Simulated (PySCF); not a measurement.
# Zn²⁺: excitation energy

Zn²⁺ [Ar] 3d10 (1S) → Zn²⁺ [Ar] 3d9 4s1 (3D), as a difference of total energies. All numbers are calculated (PySCF 2.14, a scalar-relativistic core potential, in aug-cc-pVDZ-PP with ECP10MDF). Correlated levels: valence: 3s2 3p6 frozen. The calculations carry no spin-orbit coupling.

```
           method  excitation energy (eV)
              UHF                   8.522
    MP2 (valence)                  10.664
SCS-MP2 (valence)                  10.475
   CCSD (valence)                  10.083
CCSD(T) (valence)                  10.154
```

Question: How much does correlation contribute at CCSD(T) (valence)?

Answer: 10.154 − (8.522) = 1.632 eV, measured against UHF.
